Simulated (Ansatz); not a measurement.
Consider the ligand exchange at the Si–C bond: `C=C=C([SiH3])Cl` + `CC[SeH]` → `CC[Se][SiH3]` + `C=C=CCl`.

Isolated molecules relaxed with PBE0-D4/def2-TZVP in Ansatz; ΔE leaves out vibrations. CBS: MP2 limit from def2 TZ/QZ plus the TZ coupled-cluster correction, frozen cores. Functionals use def2-TZVPP. B3LYP here is the variant with VWN-RPA as its local correlation; programs differ in this. For Se outer-core shells are correlated without core-valence functions, which leaves a few kJ/mol of doubt a bond. Scalar relativity is left out up to krypton. Each species was taken in one conformer, which may not be the lowest.

```
             level  ΔE (kcal/mol)  difference from CCSD(T)/CBS
            PBE-D4          -11.2                          0.0
           PBE0-D4          -11.7                         -0.5
           ωB97M-V          -10.7                          0.5
            B2PLYP          -10.6                          0.6
            r2SCAN          -11.2                          0.0
              PBE0          -11.8                         -0.6
             B3LYP          -10.7                          0.5
     HF/def2-TZVPP          -11.2                          0.0
CCSD(T)/def2-TZVPP          -10.5                          0.7
     HF/def2-QZVPP          -11.1                          0.1
       CCSD(T)/CBS          -11.2                            0
```

Largest T1 diagnostic among the species: 0.012.
